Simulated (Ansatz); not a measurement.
Total energies of BeMe2 (C₂H₆Be) from Ansatz at PBE-D4/def2-TZVP, gas phase (1 Eh = 27.2114 eV = 2625.5 kJ/mol). The reference geometry is relaxed at r2SCAN-D4/def2-TZVP.

| state | geometry | energy (Eh) |
| --- | --- | --- |
| charge 0 singlet | reference | -94.45014 |
| charge 1 doublet | reference | -94.07866 |
| free Be atom (singlet) | – | -14.62825 |
| free C atom (triplet) | – | -37.79597 |
| free H atom (doublet) | – | -0.49962 |

(1) Work out the vertical ionisation energy to the doublet.

(2) What is the binding energy per atom against free atoms?

(1) E(charge 1 doublet) − E(charge 0 singlet) = -94.07866 − (-94.45014) = 0.37148 Eh = 10.11 eV. For comparison, −ε of the highest occupied level is 6.69 eV at this level, 3.42 eV less.

(2) Atoms: 1 × (-14.62825) + 2 × (-37.79597) + 6 × (-0.49962) = -93.21791 Eh. Binding: -93.21791 − (-94.45014) = 1.23223 Eh = 33.53 eV, or 3.73 eV for each of 9 atoms (no zero-point energy, no counterpoise term).
